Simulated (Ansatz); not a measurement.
Gas-phase electronic energies from Ansatz, PBE0-D4/def2-TZVP geometries. CCSD(T)/CBS adds triple-zeta CCSD(T) − MP2 to the extrapolated MP2 energy (def2 sets, frozen cores). This one scheme is used for every species. Functionals use def2-TZVPP. B3LYP here is the variant with VWN-RPA as its local correlation; programs differ in this. For Ge outer-core shells are correlated without core-valence functions, which leaves a few kJ/mol of doubt a bond. Scalar relativity is left out up to krypton. One conformer a species, not always the lowest.

Consider the ligand exchange at the Si–N bond: `C[N]([GeH3])[SiH2]F` + `C=N` → `C=N[SiH2]F` + `C[NH][GeH3]`.

```tsv
level	ΔE (kcal/mol)	difference from CCSD(T)/CBS
LDA (SPW92)	6.7	-1.5
PBE0-D4	6.9	-1.3
ωB97X-V	7.2	-1.0
ωB97M-V	7.4	-0.8
BLYP	4.4	-3.8
B3LYP	4.9	-3.3
BHLYP	5.4	-2.8
RPA@PBE/def2-TZVPP	9.0	0.8
MP2/def2-SVP	8.8	0.6
CCSD/def2-SVP	8.8	0.6
CCSD(T)/def2-SVP	9.1	0.9
HF/def2-TZVPP	4.9	-3.3
MP2/def2-QZVPP	8.2	0.0
SCS-MP2/def2-QZVPP	7.8	-0.4
HF/CBS(def2)	4.9	-3.3
MP2/CBS(def2)	8.0	-0.2
CCSD(T)/CBS	8.2	0
```

Largest T1 diagnostic among the species: 0.013.

In def2-TZVPP, CCSD(T) changes the Hartree–Fock value by +3.8 kcal/mol (the triples alone add +0.4 kcal/mol) and MP2 by +3.6 kcal/mol. At CCSD(T), def2-SVP lies +0.9 kcal/mol from the extrapolated value and def2-TZVPP +0.5 kcal/mol. Leaving LDA and LC-ωPBE aside and taking each functional with its dispersion term where it has one, the values, not all of them listed here, spread over 1.1 kcal/mol, from B2PLYP to ωB97M-V. LDA lies +1.2 kcal/mol from PBE without D4.
